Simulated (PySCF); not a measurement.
**`C[C@H](C=O)[C@@]1(C)CS1`, C6H10OS**

Geometry:
```json
{"atom": "C1", "x (Å)": "1.036", "y (Å)": "1.559", "z (Å)": "0.510"}
{"atom": "C2", "x (Å)": "0.833", "y (Å)": "0.062", "z (Å)": "0.264"}
{"atom": "C3", "x (Å)": "1.500", "y (Å)": "-0.348", "z (Å)": "-1.027"}
{"atom": "O4", "x (Å)": "1.019", "y (Å)": "-1.024", "z (Å)": "-1.890"}
{"atom": "C5", "x (Å)": "-0.625", "y (Å)": "-0.364", "z (Å)": "0.296"}
{"atom": "C6", "x (Å)": "-1.559", "y (Å)": "0.367", "z (Å)": "-0.634"}
{"atom": "C7", "x (Å)": "-0.899", "y (Å)": "-1.795", "z (Å)": "0.579"}
{"atom": "S8", "x (Å)": "-1.269", "y (Å)": "-0.703", "z (Å)": "1.966"}
{"atom": "H9", "x (Å)": "2.094", "y (Å)": "1.781", "z (Å)": "0.626"}
{"atom": "H10", "x (Å)": "0.518", "y (Å)": "1.853", "z (Å)": "1.420"}
{"atom": "H11", "x (Å)": "0.650", "y (Å)": "2.145", "z (Å)": "-0.320"}
{"atom": "H12", "x (Å)": "1.363", "y (Å)": "-0.480", "z (Å)": "1.060"}
{"atom": "H13", "x (Å)": "2.534", "y (Å)": "0.043", "z (Å)": "-1.114"}
{"atom": "H14", "x (Å)": "-1.225", "y (Å)": "0.234", "z (Å)": "-1.662"}
{"atom": "H15", "x (Å)": "-2.567", "y (Å)": "-0.029", "z (Å)": "-0.539"}
{"atom": "H16", "x (Å)": "-1.587", "y (Å)": "1.429", "z (Å)": "-0.401"}
{"atom": "H17", "x (Å)": "-0.066", "y (Å)": "-2.468", "z (Å)": "0.736"}
{"atom": "H18", "x (Å)": "-1.761", "y (Å)": "-2.258", "z (Å)": "0.119"}
```

Computed, not measured: TDDFT B3LYP/def2-SVPD circular dichroism and optical rotation, one conformer, gas phase (PySCF 2.14.0). Geometry: GFN2-xTB.

The molecule is flexible and this is one conformer; a measurement averages over conformers. States above about 6.4 eV (minus the energy of the highest occupied orbital) lie near or above the ionisation threshold and depend on the basis.

Stereocentres: C2 R, C5 S.

Q: What is the specific rotation at 633, 589.3, 546, 436, 405, 365, 355 nm?

A: [α] in deg dm⁻¹ (g/mL)⁻¹:
```csv
λ (nm),origin-invariant length gauge,modified velocity gauge,length gauge (centre of mass),isotropic polarisability (au)
633,-181.8,-181.2,-181.7,94.7
589.3,-222.4,-222.1,-222.2,95.0
546,-279.6,-280.0,-279.3,95.5
436,-626.8,-634.9,-626.0,97.5
405,-880.5,-896.8,-879.4,98.5
365,-1624.1,-1670.1,-1621.8,100.2
355,-1999.6,-2062.9,-1996.8,100.8
```

Q: And for the mirror image at 589.3 nm?

A: +222.4 deg dm⁻¹ (g/mL)⁻¹ (origin-invariant length gauge): the same size and the opposite sign.

Q: What is the molar rotation [Φ] = [α]·M/100 of the geometry above at 589.3 nm?

A: With M = 130.21 g/mol, -289.6 deg cm² dmol⁻¹ (origin-invariant length gauge).

The first excitation lies at 4.12 eV (301 nm) with R = -14.3 × 10⁻⁴⁰ esu² cm² (velocity form).
